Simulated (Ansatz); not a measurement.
Program: Ansatz 0.2.0.

A structure relaxed at PBE0-D4/def2-TZVP, charge 0, multiplicity 1:

Cartesian coordinates in Å:
```
N -0.366 -0.920 -1.279
In 0.156 0.390 0.541
O 0.715 -1.113 1.739
O -1.670 1.177 0.768
O 1.569 1.476 -0.369
H -1.347 -0.813 -1.511
H -0.181 -1.894 -1.068
H 0.194 -0.643 -2.077
H 0.173 -1.171 2.528
H -1.670 2.132 0.678
H 2.427 1.380 0.050
```

Give its formula and SMILES.

H6InNO3, `[NH3+][In-]([OH])([OH])[OH]`.

Point group (tolerance 0.08 Å, 0.16 Å for H)?

C3.

Summarise the bond lengths by kind.

1 × In–N 2.302 Å; 3 × H–N 1.014 Å; 3 × In–O 2.001 Å; 3 × H–O 0.959 Å.
